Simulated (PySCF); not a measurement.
**Computed spin Hamiltonian**

Compound: C9H9 (doublet state).
Geometry (GFN2-xTB, Å), atoms numbered from 1 in this order:
```
atom  x, y, z in Å
C1    -1.4694    2.0880    0.2475
C2    -1.5904    0.7648    0.1747
C3    -2.8379    0.0014    0.2277
C4    -2.5446   -1.3122    0.1206
C5    -1.1200   -1.4268   -0.0004
C6    -0.4909   -0.2385    0.0237
C7     0.9050    0.0741   -0.0685
C8     1.8654   -0.8437   -0.2024
C9     3.3187   -0.5381   -0.3008
H10   -0.5175    2.5891    0.2027
H11   -2.3385    2.7171    0.3567
H12   -3.8084    0.4503    0.3344
H13   -3.2306   -2.1390    0.1234
H14    1.1729    1.1217   -0.0252
H15    1.5914   -1.8896   -0.2450
H16    3.8631   -1.0260    0.5083
H17    3.7224   -0.9193   -1.2394
H18    3.5005    0.5330   -0.2495
```

The hyperfine couplings belong to this conformer and change with its torsions.

Identity: `C=C1C=C[C]=C1/C=C/C` [radical].

Computed, not measured: PySCF, UKS B3LYP, pcH-1 on C H, non-relativistic, mean-field spin-orbit, GIAO. Geometry: GFN2-xTB, one conformer, isolated molecule. A GFN2-xTB geometry isn't a minimum of the functional, and hyperfine couplings can be far from their values at a DFT geometry. The SCF solution wasn't tested for stability. ⟨S²⟩ is 0.779 where a pure state has 0.75.

* g1, g2, g3: 2.00190, 2.00211, 2.00282
* g_iso: 2.00228
* Form of g: rhombic: the two nearest values differ by 23 % of g3 − g1
* ⟨S²⟩: 0.7787 (exact 0.7500)
* α and β electrons: 32, 31
* HOMO–LUMO gap, α and β orbitals: 3.31, 2.83 eV
* Total energy: -348.24397 Eh
* Basis functions: 315

Isotropic coupling and dipolar principal values T1 to T3, in MHz:

| atom | isotope | a_iso | T1 | T2 | T3 | Mulliken spin population |
| --- | --- | --- | --- | --- | --- | --- |
| C1 | 13C | 4.6 | -6.4 | 1.3 | 5.1 | -0.03 |
| C2 | 13C | 66.9 | -5.6 | -3.0 | 8.6 | 0.08 |
| C3 | 13C | 43.1 | -7.2 | 1.7 | 5.5 | 0.08 |
| C4 | 13C | 34.5 | -13.1 | -3.5 | 16.6 | -0.05 |
| C5 | 13C | 442.3 | -83.4 | -50.5 | 133.9 | 1.08 |
| C6 | 13C | 20.7 | -26.4 | 2.4 | 23.9 | -0.16 |
| C7 | 13C | 15.7 | -4.3 | 0.5 | 3.7 | 0.06 |
| C8 | 13C | -6.7 | -13.1 | 6.0 | 7.1 | -0.07 |
| C9 | 13C | 2.3 | -0.4 | 0.0 | 0.4 | 0.01 |
| H10 | 1H | 3.7 | -1.5 | -1.5 | 2.9 | 0.00 |
| H11 | 1H | 13.1 | -1.5 | -0.9 | 2.4 | 0.01 |
| H12 | 1H | 11.3 | -3.9 | -2.9 | 6.8 | 0.00 |
| H13 | 1H | 16.1 | -6.9 | -5.3 | 12.2 | 0.01 |
| H14 | 1H | -4.6 | -2.7 | -1.6 | 4.3 | 0.00 |
| H15 | 1H | 6.0 | -6.1 | -5.1 | 11.2 | 0.01 |
| H16 | 1H | -8.0 | -0.6 | -0.3 | 0.9 | 0.00 |
| H17 | 1H | -8.0 | -0.6 | -0.3 | 0.9 | 0.00 |
| H18 | 1H | 1.2 | -0.5 | -0.4 | 0.9 | 0.00 |

The Mulliken spin populations are largest on C5 (+1.08), C6 (-0.16), C3 (+0.08) and C2 (+0.08). No atom but C5 exceeds +0.15.

Axes: g1 points within 2° of the C6–C7 bond.

Under fast tumbling the dipolar parts average out, and these isotropic splittings remain (the largest six): 1 × 1H (H13, I = 1/2, 2 lines) with 0.58 mT, 1 × 1H (H11, I = 1/2, 2 lines) with 0.47 mT, 1 × 1H (H12, I = 1/2, 2 lines) with 0.40 mT, 1 × 1H (H15, I = 1/2, 2 lines) with 0.21 mT, 3 × 1H (H16/H17/H18, I = 1/2, 4 lines) with 0.18 mT and 1 × 1H (H14, I = 1/2, 2 lines) with 0.16 mT.

Nuclei that the bonding pattern makes equivalent are averaged, as if the motion that swaps them (rotation, inversion, ring flip) were fast. The three 1H nuclei of mean -5.0 MHz run from -8.0 to 1.2 MHz in the frozen geometry.

The 13C coupling of C5 (442.3 MHz) shows only in satellite lines or after enrichment, since that isotope makes up about 1.07 % of natural carbon.
